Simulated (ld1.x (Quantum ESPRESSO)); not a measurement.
# Co: from the effect back to the setting (TM semilocal)

Base potential:

Co, norm-conserving Troullier–Martins (semilocal form), made with ld1.x (Quantum ESPRESSO) 7.5 (PBE, scalar-relativistic). Core [Ne], reference 3s2 3p6 3d7.5 4s1.5 4p0. Waves: 3s (bound): rc 0.95 bohr; 3p (bound): rc 1.35 bohr; 4f channel at 0.5 Ry: rc 1.25 bohr; 3d (bound): rc 0.75 bohr. Local part: the d channel. Core correction: none.

Occupied shells without a wave of their own: 4s. They enter only through the test configuration that unscreens the potential.

Cutoffs, loose and tight: the cutoffs (Ry, on a coarse ladder) from which the occupation-weighted sum of valence levels, in a spherical-Bessel basis at the reference potential, stays within 10 and 1 mRy of its value at 400 Ry. They do not see the model core or the augmentation charge, which bear on the density cutoff. Test errors are all-electron minus pseudo excitation energies from the reference, over the configurations 3s2 3p6 3d7 4s2 4p0; 3s2 3p6 3d7 4s1 4p0; 3s2 3p6 3d7 4s0 4p0; 3s2 3p6 3d8 4s0 4p0; 3s2 3p5 3d7 4s2 4p0; 3s2 3p6 3d6 4s2 4p1; 3s2 3p6 3d5 4s0 4p0; variants that change the core or the reference have their own tests.

Only the scale of all radii (base = 1) is moved:

```tsv
scale of all radii (base = 1)	cutoff, loose	cutoff, tight	bound ghosts	largest test error (meV)	median size of the test errors
0.78	over 300 Ry	over 300 Ry	none	-187	75.6 meV
0.82	over 300 Ry	over 300 Ry	none	-246	88.1 meV
0.9	over 300 Ry	over 300 Ry	none	-469	131.5 meV
1.07	300 Ry	over 300 Ry	none	-1562	299.9 meV
1.15	260 Ry	300 Ry	none	-2476	477.2 meV
1.21	230 Ry	300 Ry	none	-3272	628.6 meV
1.29	200 Ry	300 Ry	none	-4229	805.8 meV
1.38	200 Ry	260 Ry	none	-5914	1118.7 meV
```

One more run gave cutoff, loose: 300 Ry; cutoff, tight: over 300 Ry; bound ghosts: none; largest test error (meV): -954; median size of the test errors: 184.5 meV. Which value of the scale of all radii (base = 1) was used?

1.01. The median size of the test errors moves one way along this sweep, from 75.6 meV at 0.78 to 1118.7 meV at 1.38, which places the run between 0.9 and 1.07.
